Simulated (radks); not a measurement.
Values are calculated unless marked as measured or tabulated.
Valence configurations of Ne+ (all share [He]). Level of theory: scalar-relativistic Kohn-Sham, PBEsol, spin-polarised, spherical densities, finite nucleus; open shells are filled with parallel spins first; Fermi nuclear charge, rms radius 3.0055 fm (a radial shooting solver on a logarithmic mesh with Libxc functionals). Energies are relative to 2s2 2p5; eigenvalues in eV for spin up.

valence      E (eV)  moment (Bohr magnetons)    e(2p)    e(2s)
2s2 2p5       0.000                        1  -33.120  -56.327
2s1 2p6      23.216                        1  -33.280  -56.700
2s1.5 2p5.5  11.619                        1  -33.199  -56.513

NIST lists [He] 2s2 2p5 as the ground configuration; this level of theory agrees among the configurations tried. The energies are those of spherical high-spin densities, not of single terms.
